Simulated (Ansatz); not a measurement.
FHOSiZn: where a starting geometry ends

The starting geometry of this gas-phase singlet was optimised with GFN2-xTB.

```xyz
5

F    -1.1317   -0.1691    0.1944
O     0.8228    1.7478   -0.1232
Si   -0.4126    2.3048    0.5503
Zn    0.4805   -0.1480   -0.4911
H     1.3433   -1.1154   -1.1247
```

Problem. Predict what it relaxes into with PBE-D3(BJ)/def2-SVP.

Solution. It rearranges, giving a structure given below by its coordinates. Contacts that open: F1–Zn4 (1.75 → 2.43 Å). Contacts that close: F1–Si3 (2.60 → 1.73 Å).

The energy falls by 1.55 eV over 12 steps:

```csv
step,E − E(last) (eV)
1,1.555
2,0.915
3,0.402
5,0.090
6,0.033
7,0.004
8,0.000
10,0.000
11,0.000
12,0.000
```

Final geometry (Å):

```xyz
5

F    -1.2341    0.3480    0.3757
O     0.7826    1.7397   -0.1101
Si   -0.6883    1.9727    0.5821
Zn    0.9296   -0.0334   -0.6531
H     1.3124   -1.4069   -1.1887
```

Frequencies at the end are all real (lowest 93 cm⁻¹). Run with Ansatz 0.2.0, 45 s on 1 thread of Arm Neoverse N1, with other jobs on the host.
